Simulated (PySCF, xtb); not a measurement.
F₃OSi, SMILES [O][Si](F)(F)F (connectivity only; charge and spin as stated), charge -1, multiplicity 1.

Harmonic wavenumbers (cm⁻¹) from xtb with GFN2-xTB at its own minimum, in rising order: 213, 213, 315, 327, 327, 702, 747, 748, 1355.

Problem. What does PBE0-D3(BJ)/def2-SVPD (PySCF) give at its own minimum? (Estimate from the structure and the level; the computed values follow.)

Solution. 255, 255, 380, 383, 383, 725, 821, 821, 1196. Paired by order, the mean absolute difference is 66 cm⁻¹ and the zero-point energies are 7.1 and 7.5 kcal/mol.
